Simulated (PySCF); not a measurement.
The vertical singlet excitations below were computed for one of the candidates. The calculation used TDDFT CAM-B3LYP/def2-SVPD, vertical, gas phase, core orbitals frozen in the response in PySCF. Geometries: PBE0-D3(BJ)/def2-SVP, one conformer each.

| state | E (eV) | λ (nm) | f |
| --- | --- | --- | --- |
| S1 | 5.20 | 238.6 | 0.0001 |
| S2 | 5.67 | 218.5 | 0.585 |
| S3 | 6.11 | 202.8 | 0.224 |
| S4 | 7.16 | 173.2 | 0.053 |
| S5 | 7.42 | 167.1 | 0.223 |
| S6 | 7.50 | 165.4 | 0.0000 |

Orbital energies (eV): HOMO-3 -11.73, HOMO-2 -9.83, HOMO-1 -9.34, HOMO -8.58, LUMO -0.44, LUMO+1 1.30, LUMO+2 1.59.

Question: Which candidate is it? All have the formula C6H8O2.
A. `COCc1ccoc1`
B. `CCOc1ccco1`
C. `COC1=CC(=O)CC1`
D. `C=COC(=O)/C=C/C`

Answer: D. Its S1 lies at 5.20 eV; the nearest of the others has S1 at 5.77 eV. S1 is HOMO-2→LUMO (93%). Löwdin shares by element: HOMO carbon 62% or more, oxygen 19% or more (atoms not listed hold the other 20%); LUMO carbon 58% or more, oxygen 13% or more (atoms not listed hold the other 29%). At the same level the other candidates give, for their lowest levels:
- `CCOc1ccco1`: 5.77 eV (f 0.016); 5.86 eV (f 0.179); 6.45 eV (f 0.015); 6.68 eV (f 0.022); 6.79 eV (f 0.038); T1 3.88 eV; HOMO -7.13, LUMO 1.34 eV
- `COCc1ccoc1`: 6.27 eV (f 0.137); 6.63 eV (f 0.005); 6.83 eV (f 0.004); 7.20 eV (f 0.027); 7.30 eV (f 0.007); T1 4.08 eV; HOMO -8.07, LUMO 1.18 eV
- `COC1=CC(=O)CC1`: 4.38 eV (f 0.000); 6.00 eV (f 0.417); 6.82 eV (f 0.015); 6.97 eV (f 0.018); 7.04 eV (f 0.000); T1 3.94 eV; HOMO -8.40, LUMO 0.35 eV

Shape of the structure used: `[CH2:1]=[CH:2][O:3][C:4](=[O:5])/[CH:6]=[CH:7]/[CH3:8]`: C1–C2–O3–C4 180°, C2–O3–C4–O5 -1°, O3–C4–C6–C7 180°.
Triplets come from the Tamm–Dancoff approximation.
